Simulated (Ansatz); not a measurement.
Gas-phase electronic energies from Ansatz, PBE0-D4/def2-TZVP geometries. CCSD(T)/CBS is the MP2 limit (def2-TZVPP, def2-QZVPP) plus CCSD(T) − MP2 in def2-TZVPP, frozen cores. This one scheme is used for every species. Functionals use def2-TZVPP. B3LYP here is the variant with VWN-RPA as its local correlation; programs differ in this. HSE06 is defined as in plane-wave codes. For Ga outer-core shells are correlated without core-valence functions, which leaves a few kJ/mol of doubt a bond. Scalar relativity is left out up to krypton. Each species was taken in one conformer, which may not be the lowest.

Consider the formal exchange of groups at a B–Ga bond: `O[B](Cl)[GaH2]` + CH₃SH → `OB(S)Cl` + `[CH3][GaH2]`.

```json
{"level": "LDA (SPW92)", "ΔE (kJ/mol)": "-122.5", "difference from CCSD(T)/CBS": "-3.1"}
{"level": "BLYP-D4", "ΔE (kJ/mol)": "-112.9", "difference from CCSD(T)/CBS": "6.5"}
{"level": "B3LYP-D4", "ΔE (kJ/mol)": "-116.2", "difference from CCSD(T)/CBS": "3.2"}
{"level": "r2SCANh-D4", "ΔE (kJ/mol)": "-124.8", "difference from CCSD(T)/CBS": "-5.4"}
{"level": "HSE06-D4", "ΔE (kJ/mol)": "-118.1", "difference from CCSD(T)/CBS": "1.3"}
{"level": "B2PLYP", "ΔE (kJ/mol)": "-120.3", "difference from CCSD(T)/CBS": "-0.9"}
{"level": "BLYP", "ΔE (kJ/mol)": "-110.9", "difference from CCSD(T)/CBS": "8.5"}
{"level": "PBE0", "ΔE (kJ/mol)": "-117.7", "difference from CCSD(T)/CBS": "1.7"}
{"level": "r2SCAN0", "ΔE (kJ/mol)": "-124.9", "difference from CCSD(T)/CBS": "-5.5"}
{"level": "BHLYP", "ΔE (kJ/mol)": "-118.7", "difference from CCSD(T)/CBS": "0.7"}
{"level": "LC-ωPBE", "ΔE (kJ/mol)": "-120.0", "difference from CCSD(T)/CBS": "-0.6"}
{"level": "RPA@PBE/def2-TZVPP", "ΔE (kJ/mol)": "-114.2", "difference from CCSD(T)/CBS": "5.2"}
{"level": "HF/def2-SVP", "ΔE (kJ/mol)": "-128.4", "difference from CCSD(T)/CBS": "-9.0"}
{"level": "MP2/def2-TZVPP", "ΔE (kJ/mol)": "-130.0", "difference from CCSD(T)/CBS": "-10.6"}
{"level": "SCS-MP2/def2-TZVPP", "ΔE (kJ/mol)": "-123.7", "difference from CCSD(T)/CBS": "-4.3"}
{"level": "MP2/def2-QZVPP", "ΔE (kJ/mol)": "-128.9", "difference from CCSD(T)/CBS": "-9.5"}
{"level": "CCSD(T)/CBS", "ΔE (kJ/mol)": "-119.4", "difference from CCSD(T)/CBS": "0"}
```

Largest T1 diagnostic among the species: 0.014.

Leaving LDA and LC-ωPBE aside and taking each functional with its dispersion term where it has one, the values, not all of them listed here, spread over 14.6 kJ/mol, from B97M-V to BLYP-D4. LDA lies −8.6 kJ/mol from PBE without D4. At CCSD(T), def2-SVP lies −11.5 kJ/mol from the extrapolated value and def2-TZVPP −1.6 kJ/mol. In def2-TZVPP, CCSD(T) changes the Hartree–Fock value by −3.6 kJ/mol (the triples alone add −0.8 kJ/mol) and MP2 by −12.7 kJ/mol.
